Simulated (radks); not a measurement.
Results of a calculation; reference values are marked as such.
Fractional charge and spin in the 3p shell of gallium: the spin-up occupation runs from 2 to 3 and the spin-down occupation from 2 to 3; the fullest corner is Ga3+, [Ne] 3s2 3d10 3p(up 3, down 3). Level of theory: non-relativistic Kohn-Sham, PBE, spin-polarised, spherical densities, point nucleus (a radial shooting solver on a logarithmic mesh with Libxc functionals). Energy (eV) above the fullest corner. The planes named below are the two flat planes that join the four corners, with an edge along up + down = one added electron.

down \ up        2     2.25      2.5     2.75        3
2          312.762  267.868  224.626  183.015  143.007
2.25       267.868  224.729  183.218  143.309  104.975
2.5        224.626  183.218  143.410  105.174   68.483
2.75       183.015  143.309  105.174   68.582   33.502
3          143.007  104.975   68.483   33.502    0.000

Corners above the fullest one (they belong to Ga4+ and the next ion): (up 3, down 2) 143.01 eV, (up 2, down 3) 143.01 eV, (up 2, down 2) 312.76 eV. With half an added electron in each spin the energy lies 0.403 eV from the planes, and with half an added electron in spin up alone -3.258 eV. The planes are only a guide here: the flat-plane condition holds for ground states with one frontier orbital, while this shell lies below other occupied shells, so the corners above the fullest one are inner-hole states and not the ground states of those ions.
